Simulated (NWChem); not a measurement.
# SiH2OBrF; SMILES O[SiH](F)Br

```xyz
6

Si    -0.0079     0.9563     0.3787
O     -1.3187     1.7285    -0.2705
F      1.3802     1.5322    -0.2536
Br    -0.0445    -1.2249    -0.0775
H     -0.0199     1.2028     1.8416
H     -1.5345     1.5222    -1.1975
```
Atoms are numbered in this order, from 1.

Level: PBE-D3(BJ)/def2-SVP (NWChem), optimised geometry, unscaled harmonic frequencies. This build's default masses of Se (78.918 u) and Br (79.917 u) are each other's, which moves their modes by up to 0.6 %.

### Question
List the harmonic frequencies with IR intensities, and the thermochemistry.

### Answer
```tsv
frequency (cm⁻¹)	IR intensity (km/mol)
169	23.0
214	7.2
283	80.0
329	52.2
434	79.0
733	41.7
797	115.1
823	260.3
871	93.8
953	136.1
2274	74.2
3761	99.3
```

The zero-point energy is 16.6 kcal/mol. The thermal correction to the enthalpy at 298.15 K (with zero-point energy) comes out as 20.6 kcal/mol and the heat capacity Cv is 17.4 cal/(mol K). The entropy at 298.15 K and 1 atm (symmetry number 1) is 76.9 cal/(mol K) and the dipole moment is 1.18 D.

Rigid rotor and harmonic oscillator.
